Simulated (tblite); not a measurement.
Run record: tight-binding relaxation, `C#CC1=CC(=C2C=C2)C=C1`.

Computed with GFN2-xTB geometry optimisation, gas phase (tblite 0.8.0). Start geometry: from a force field or distance geometry. The input is one job of a driver script: a line of settings, then coordinates in Å.

Input:
```
{"job": {"kind": "relax", "xc": "GFN2-xTB", "basis": "xTB"}, "charge": 0, "multiplicity": 1}
C      3.630900     1.840200     0.965900
C      2.632900     1.222500     0.595700
C      1.499600     0.456800     0.188500
C      0.213000     0.750100     0.470900
C     -0.626800    -0.279800    -0.136400
C     -1.944900    -0.391200    -0.116400
C     -3.303000    -0.018500     0.242500
C     -3.148700    -1.095200    -0.491600
C      0.319200    -1.174900    -0.823800
C      1.534500    -0.732600    -0.621400
H      4.484900     2.376500     1.293600
H     -0.149000     1.572900     1.074500
H     -4.008000     0.637000     0.757900
H     -3.570200    -1.949800    -1.039700
H     -0.025000    -2.026900    -1.380800
H      2.453200    -1.178300    -0.991100
```

Question: Estimate the output.

Answer: 
```
step      E/eV     max force
  0    -659.55151    2.572
  1    -659.51449    5.936
  2    -659.66108    2.415
  3    -659.67896    1.668
  4    -659.71610    0.459
  5    -659.71840    0.541
  6    -659.72266    0.169
  7    -659.72650    0.131
  8    -659.72899    0.140
  9    -659.73031    0.105
... (30 lines left out)
 40    -659.73891    0.030
 41    -659.73900    0.024
 42    -659.73907    0.025
 43    -659.73913    0.020
 44    -659.73918    0.026
 45    -659.73922    0.022
 46    -659.73925    0.014
 47    -659.73928    0.013
 48    -659.73930    0.013
 49    -659.73932    0.009
```

«max force» is the largest atomic force in eV/Å.

Question: From which step on does the largest force stay under 0.1 eV/Å, and how much energy is left to gain from there?

Answer: From step 10 (0.065 eV/Å), 8.4 meV above the end.

In short: energy lowered by 4.3 kcal/mol over 49 steps; largest atomic force 0.009 eV/Å at the end.

Question: Where do the atoms end?

Answer: 0.070 Å rms from the input after alignment:
```
atom  x, y, z in Å
C1     3.5742    1.8329    0.9656
C2     2.6045    1.2145    0.6164
C3     1.4893    0.4705    0.1977
C4     0.1788    0.7204    0.4729
C5    -0.6103   -0.3106   -0.1638
C6    -1.9395   -0.4298   -0.1403
C7    -3.2545    0.0030    0.2574
C8    -3.1690   -1.0914   -0.4934
C9     0.3274   -1.1933   -0.8374
C10    1.5731   -0.7263   -0.6206
H11    4.4149    2.3782    1.2751
H12   -0.2214    1.5291    1.0553
H13   -3.8572    0.7041    0.7825
H14   -3.6560   -1.8897   -0.9994
H15    0.0398   -2.0609   -1.4020
H16    2.4983   -1.1417   -0.9774
```

Hardware: one thread of an Arm Neoverse V1, no GPU (shared host). Cost: 0.33 s.
Labels such as C1 count atoms from 1, the log's own numbers from 0.
